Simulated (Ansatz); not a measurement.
Coupled-cluster diagnostics for Cu₂O₂⁺, Ansatz.

Geometry of the doublet (PBE-D4/def2-SVP):

```csv
atom,x (Å),y (Å),z (Å)
Cu1,-0.7269,-0.9226,0.3928
Cu2,0.7268,0.9228,-0.3926
O3,-0.6814,0.0477,-1.1491
O4,0.6816,-0.0479,1.1490
```

Correlated methods freeze 20 core orbitals. In CCSD on the charge 1 quartet the largest single amplitude is 0.37, so its Hartree–Fock determinant may place the open shell otherwise than the density functionals do. Another isomer (doublet) lies 0.46 eV lower at PBE0-D4/def2-TZVP.

Geometry of the charge 1 quartet (PBE-D4/def2-SVP):

```xyz
4

Cu    0.254   -0.585   -1.220
Cu   -0.254    0.585    1.220
O    -1.188   -0.398   -0.056
O     1.188    0.398    0.056
```

Estimate the CCSD(T) correlation energy, the shares of MP2 and (T), T1 and the reference's ⟨S²⟩ for: charge 1, doublet, own geometry in def2-TZVP; charge 1, quartet, own geometry in def2-TZVP; and the rough time on 4 threads of Intel Xeon Platinum 8488C on a shared host.


```
                          state      basis  correlation (eV)  MP2 share (%)  (T) share (%)     T1  ⟨S²⟩ (pure)  wall time                                          remarks
charge 1, doublet, own geometry  def2-TZVP           -31.419           96.1            4.3  0.079  1.76 (0.75)       68 s  large T1 (0.079), spin-contaminated (⟨S²⟩ 1.76)
charge 1, quartet, own geometry  def2-TZVP           -31.364           95.9            4.1  0.083  3.78 (3.75)       25 s                                 large T1 (0.083)
```
Customary marks for T1 are 0.02 (closed shells), 0.045 (open shells) and about 0.05 (3d metals). T1 exceeds 0.02 in 2 of 2 rows and 0.045 in 2; the higher it lies, the less the single-reference result can be trusted.
